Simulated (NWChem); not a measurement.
**Atomisation of CHF$_{2}$**

```xyz
4

F      0.2310    -0.0759     1.1045
C     -0.4429     0.2443     0.0000
F      0.2310    -0.0759    -1.1045
H     -1.4999    -0.1001     0.0000
```
Charge 0, spin multiplicity 2.

The numbers come from NWChem runs, not from measurements. Structure: optimised with UPBE/def2-SVP, a minimum by its harmonic frequencies.

Basis set: def2-TZVP. The atomisation energy is electronic alone: no zero-point, thermal, spin-orbit or counterpoise terms. No value is extrapolated to the basis-set limit. Free atoms are single determinants with multiplicities F 2, C 3, H 2.

B3LYP has NWChem's definition, with VWN1-RPA local correlation. The structure started from a generated list of species. The unpaired electrons of the parent sit in orbitals of symmetry a' (Cs labels of the run); other states weren't searched. No SCF solution was tested for a lower state. Open-shell Hartree-Fock references start from PBE0 orbitals.

Q: Order these methods by the atomisation energy they give, lowest first: LDA (SVWN5), B3LYP, PBE, PBE0.

A: B3LYP (328.3 kcal/mol), PBE0 (332.1 kcal/mol), PBE (348.1 kcal/mol), LDA (SVWN5) (403.2 kcal/mol)
